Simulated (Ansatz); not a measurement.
Total energies of BClGeH5N.

Z-matrix (Å, degrees):
```
B
Cl 1 1.961
Ge 1 2.031 2 78.1
H 1 1.193 2 110.5 3 113.4
H 1 1.195 2 110.2 3 -110.3
N 3 1.789 1 124.2 2 -92.5
H 3 1.540 1 129.2 2 67.8
H 6 1.006 3 122.7 1 148.9
H 6 1.006 3 120.9 1 -10.0
```

Total charge 0; spin multiplicity 1. Correlated methods include outer-core shells of Ge, which these sets cover unevenly. Scalar relativity is left out up to krypton. The bonds changed during the relaxation, so this is another structure than the one it started from. The geometry is a stationary point of PBE0-D4/def2-TZVP. It is one conformer, not always the lowest. Basis def2-TZVPP, Ansatz.

RPA on PBE orbitals: Hartree–Fock energy of these orbitals -2616.91721 Eh, correlation -1.27130 Eh (frozen core).

```
             functional  energy without D4 (Eh)  D4 term (kJ/mol)
            LDA (SPW92)             -2614.48636                 –
                    PBE             -2619.27686             -19.1
                 revPBE             -2619.62463             -53.2
                   BLYP             -2619.90635             -41.5
                 r2SCAN             -2619.80513              -4.5
                 B97M-V             -2619.38690                 –
                   PBE0             -2619.37813             -16.2
                  B3LYP             -2619.96227             -31.1
                r2SCANh             -2619.79184              -4.8
                r2SCAN0             -2619.77333              -5.4
HSE06 (plane-wave form)             -2619.36599             -15.2
                  BHLYP             -2619.82127             -25.5
              CAM-B3LYP             -2619.98099             -16.6
                LC-ωPBE             -2619.43955                 –
                ωB97X-V             -2619.60990                 –
                ωB97M-V             -2619.71023                 –
                 B2PLYP             -2619.32037                 –
               PBE-QIDH             -2618.95509                 –
```

B3LYP takes the VWN-RPA correlation (the form of Gaussian; ORCA's B3LYP/G). HSE06 is the plane-wave form, built on full-range PBE exchange. The double hybrids freeze the cores in their second-order part.

LC-ωPBE has ω = 0.4 bohr⁻¹.
